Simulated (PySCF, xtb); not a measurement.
Sn(Me)(Cl)3 (CH3Cl3Sn), SMILES [CH3][Sn]([Cl])([Cl])[Cl].

Harmonic wavenumbers (cm⁻¹) from GFN2-xTB (xtb 6.7.1) at its own minimum, in rising order: 15, 88, 88, 102, 102, 103, 270, 315, 315, 436, 715, 715, 1166, 1395, 1395, 3035, 3065, 3066.

### Question
What does B3LYP-D3(BJ)/def2-SVP run with PySCF give at its own minimum? (Estimate from the structure and the level; the computed values follow.)

### Answer
35, 102, 102, 125, 125, 126, 354, 381, 381, 525, 781, 781, 1198, 1427, 1427, 3060, 3188, 3188. Paired by order, the mean absolute difference is 51 cm⁻¹ and the zero-point energies are 23.4 and 24.7 kcal/mol.
